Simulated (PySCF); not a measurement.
# How methods differ on the ionisation energy of Sr+

Sr+ [Kr] 5s1 (2S) → Sr(2+) [Kr] (1S), as a difference of total energies. All numbers are calculated (PySCF 2.14, the spin-free X2C one-electron Hamiltonian (Gaussian nucleus), in cc-pVDZ-X2C). The calculations carry no spin-orbit coupling.

```json
{"method": "UHF", "ionisation energy (eV)": "10.440"}
{"method": "MN15", "ionisation energy (eV)": "10.777"}
{"method": "TPSS", "ionisation energy (eV)": "10.854"}
```

Question: Which method comes closest to the reference value, and which is furthest?

Answer: The reference is 11.030 eV (measured; NIST Atomic Spectra Database, ionization energies). Closest: TPSS (error -0.176 eV); furthest: UHF (error -0.590 eV).
